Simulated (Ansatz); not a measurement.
Consider the formal loss of a carbene: `[CH3][Al]([F])[NH][SiH3]` → `[CH2]` (triplet) + `[F][AlH][NH][SiH3]`.

Isolated molecules relaxed with PBE0-D4/def2-TZVP in Ansatz; ΔE leaves out vibrations. CBS: MP2 limit from def2 TZ/QZ plus the TZ coupled-cluster correction, frozen cores. This one scheme is used for every species. Functionals use def2-TZVPP. B3LYP here is the variant with VWN-RPA as its local correlation; programs differ in this. Triplets are unrestricted, without spin–orbit coupling. Each species was taken in one conformer, which may not be the lowest.

`[CH3][Al]([F])[NH][SiH3]`:

Cartesian coordinates in Å:
```
C 1.934 -0.257 0.787
Al 0.927 0.741 -0.526
F 1.688 1.853 -1.486
N -0.819 0.576 -0.821
Si -1.990 -0.441 -0.071
H 2.724 -0.841 0.306
H 2.426 0.418 1.493
H 1.304 -0.943 1.356
H -1.189 1.174 -1.550
H -2.634 -1.374 -1.038
H -3.081 0.337 0.581
H -1.289 -1.241 0.968
```

`[CH2]` (triplet):

Z-matrix (Å, degrees):
```
C
H 1 1.079
H 1 1.079 2 134.9
```

`[F][AlH][NH][SiH3]`:

Cartesian coordinates in Å:
```
F 2.591 1.769 -0.464
Al 1.399 0.981 0.360
N 0.197 0.104 -0.600
Si -1.164 -0.803 -0.044
H 1.368 1.031 1.926
H 0.311 0.134 -1.606
H -2.451 -0.258 -0.557
H -1.160 -0.724 1.440
H -1.091 -2.233 -0.454
```

(1) Is it downhill or uphill in electronic energy at CCSD(T)/CBS, and by how much? (Best estimate.)

(2) What do these levels give: B3LYP-D4, ωB97X-V, PBE0, MP2/def2-QZVPP, HF/CBS(def2), MP2/CBS(def2)? (Best estimate.)

Largest T1 diagnostic among the species: 0.012.

Answers

(1) Computed: Uphill: ΔE = +483.6 kJ/mol.

(2) The calculation gave: B3LYP-D4 476.7, ωB97X-V 491.5, PBE0 476.7, MP2/def2-QZVPP 492.1, HF/CBS(def2) 329.2, MP2/CBS(def2) 497.5 kJ/mol.

In def2-TZVPP, CCSD(T) changes the Hartree–Fock value by +141.7 kJ/mol (the triples alone add +11.6 kJ/mol) and MP2 by +155.6 kJ/mol. The D4 term adds +9.4 kJ/mol with B3LYP and +5.3 kJ/mol with PBE0; it sums over pairs of atoms, weighted by their polarisabilities, and B3LYP, whose exchange is more repulsive, gets the larger term. From PBE to PBE0 (25 % exact exchange), in def2-TZVPP and without D4, ΔE moves by −8.4 kJ/mol.
